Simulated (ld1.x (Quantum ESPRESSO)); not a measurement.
## selenium (Se): one change to a TM potential, before and after

Se (Z = 34), norm-conserving Troullier–Martins (Kleinman–Bylander form), made with ld1.x (Quantum ESPRESSO) 7.5 (LDA (PZ), scalar-relativistic). Core [Ar], reference 3d10 4s2 4p1 (charge +3). Waves: 4s (bound): rc 1.05 bohr; 4p (bound): rc 1.35 bohr; 3d (bound): rc 0.95 bohr. Local part: the d channel. Core correction: none.

All-electron outer shells of the reference configuration (LDA (PZ), scalar-relativistic, ld1.x):

```
shell  level (eV)  outermost node (bohr)  outermost maximum (bohr)
   3p     -189.20                   0.21                      0.50
   3d      -89.76                      –                      0.45
   4s      -49.68                   0.70                      1.44
   4p      -36.75                   0.73                      1.63
```

Change: all radii scaled by about 0.88 (s 0.92, p 1.18, d 0.84 bohr).

Cutoffs: the cutoffs (Ry, on a coarse ladder) from which the occupation-weighted sum of valence levels, in a spherical-Bessel basis at the reference potential, stays within 10 and 1 mRy of its value at 400 Ry; they do not see the model core or the augmentation charge, which bear on the density cutoff. Errors are all-electron minus pseudo energies relative to the spin-unpolarised reference configuration.

Q: How do hardness, ghosts and transferability respond?

A: Both files keep a bound ghost (p, s); of the 9 tests that both files solve, the error grows in 1 and shrinks in 7 by more than 15 % and 0.3 meV (median size 36.7 → 30.8 meV).

| quantity | base | changed |
| --- | --- | --- |
| cutoff, loose | 300 Ry | over 300 Ry |
| cutoff, tight | over 300 Ry | over 300 Ry |
| loose cutoff by channel (10 mRy a level) | s 80 Ry, p 50 Ry, d 260 Ry | s 260 Ry, p 80 Ry, d 300 Ry |
| bound ghosts | s, p | s, p |
| error for 3d10 4s2 4p4, meV [ΔE -62.72 eV] | +57 | +48 |
| error for 3d10 4s2 4p3, meV [ΔE -51.71 eV] | +37 | +31 |
| error for 3d10 4s2 4p2, meV [ΔE -31.16 eV] | +14 | +12 |
| error for 3d10 4s0 4p6, meV [ΔE -40.63 eV] | +2.3 | +30 |
| error for 3d10 4s2 4p3.5, meV [ΔE -58.34 eV] | +48 | +40 |
| error for 3d10 4s2 4p0, meV [ΔE 42.57 eV] | +7.2 | +3.9 |
| error for 3d10 4s2 4p4.3, meV [ΔE -64.36 eV] | +62 | +52 |
| error for 3d10 4s2 4p1 (spin-polarised), meV [ΔE -0.26 eV] | +8.3 | +6.1 |
| error for 3d10 4s2 4p4 (spin-polarised), meV [ΔE -63.32 eV] | +72 | +59 |

 A true bound ghost makes a file unfit for plane-wave use even where its test errors are small: the radial tests pick states by their node count and pass the ghost by.
